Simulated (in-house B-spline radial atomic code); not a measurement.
Configurations of Ag+, with energies counted from [Kr] 4d10. Level of theory: Dirac-Hartree-Fock, average of configuration, Fermi nucleus of rms radius 4.5454 fm; calculated with a radial B-spline atomic code at the basis-set limit. Energies include first-order Breit, QED and recoil terms.

Occupations are held fixed; configurations that lie above the ionisation limit could autoionise.

```
                                configuration  E - E(ref) (eV)  highest orbital  its <r> (bohr)
              [Kr] (4d3/2)4 (4d5/2)5 (4f7/2)1           16.258            4f7/2           8.907
                   [Kr] (4d3/2)4 (4d5/2)5 8s1           17.477            8s1/2           18.64
              [Kr] (4d3/2)4 (4d5/2)5 (7f5/2)1           18.557            7f5/2           33.49
[Ar] 3d10 4s2 (4p1/2)2 (4p3/2)3 4d10 (7d3/2)1           75.396            7d3/2           18.59
[Ar] 3d10 4s2 (4p1/2)1 (4p3/2)4 4d10 (6d5/2)1           79.311            6d5/2           11.59
      [Ar] (3d3/2)4 (3d5/2)5 4s2 4p6 4d10 8s1           381.39            8s1/2           18.56
 [Ar] (3d3/2)4 (3d5/2)5 4s2 4p6 4d10 (6f5/2)1           382.08            6f5/2           23.81
```

Task: Order these further configurations by energy, lowest first.
A. [Ar] (3d3/2)4 (3d5/2)5 4s2 4p6 4d10 (8f7/2)1
B. [Ar] (3d3/2)3 (3d5/2)6 4s2 4p6 4d10 (7f5/2)1
C. [Ar] (3d3/2)3 (3d5/2)6 4s2 4p6 4d10 6s1
D. [Kr] (4d3/2)3 (4d5/2)6 (5f7/2)1
E. [Kr] (4d3/2)3 (4d5/2)6 (6f7/2)1

Result: D (18.034 eV), E (18.703 eV), A (382.74 eV), C (383.36 eV), B (388.51 eV).

Task: How far above the reference does [Ar] 3d10 4s2 (4p1/2)2 (4p3/2)3 4d10 6s1 lie?

Result: 71.178 eV; its least bound orbital is 6s1/2 with <r> = 6.635 bohr.

Task: How far above the reference does [Kr] (4d3/2)4 (4d5/2)5 (5p1/2)1 lie?

Result: 9.2645 eV; its least bound orbital is 5p1/2 with <r> = 3.598 bohr.
